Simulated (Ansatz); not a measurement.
Start from `Cl/C=C(/Cl)Br` and change one atom or group to get `ClC=C(Cl)Cl`.

Ansatz, PBE0-D4/def2-TZVP geometries, multiplicity 1. 

Scalar relativity is left out up to krypton.

```
                                      property  `Cl/C=C(/Cl)Br`
           HOMO energy (B3LYP/def2-TZVPP) / eV            -7.07
         LUMO energy (ωB97M-V/def2-TZVPP) / eV             1.26
           HOMO–LUMO gap (PBE/def2-TZVPP) / eV             4.37
            HOMO energy (PBE0/def2-TZVPP) / eV            -7.30
             HOMO energy (PBE/def2-TZVPP) / eV            -6.14
zero-point energy (PBE0-D4/def2-TZVP) / kJ/mol             64.2
```

Problem. What does the change do to each property? (An estimate is asked.)

Solution. Computed: 
```json
{"property": "HOMO energy (B3LYP/def2-TZVPP) / eV", "`ClC=C(Cl)Cl`": "-7.09", "shift": "-0.02"}
{"property": "LUMO energy (ωB97M-V/def2-TZVPP) / eV", "`ClC=C(Cl)Cl`": "1.32", "shift": "0.06"}
{"property": "HOMO–LUMO gap (PBE/def2-TZVPP) / eV", "`ClC=C(Cl)Cl`": "4.41", "shift": "0.04"}
{"property": "HOMO energy (PBE0/def2-TZVPP) / eV", "`ClC=C(Cl)Cl`": "-7.32", "shift": "-0.02"}
{"property": "HOMO energy (PBE/def2-TZVPP) / eV", "`ClC=C(Cl)Cl`": "-6.14", "shift": "0.00"}
{"property": "zero-point energy (PBE0-D4/def2-TZVP) / kJ/mol", "`ClC=C(Cl)Cl`": "65.9", "shift": "1.7"}
```

B3LYP here is the variant with VWN-RPA as its local correlation; programs differ in this.

Spin–orbit coupling is left out; it splits and shifts lone-pair levels of the heavy atoms by tenths of an eV.
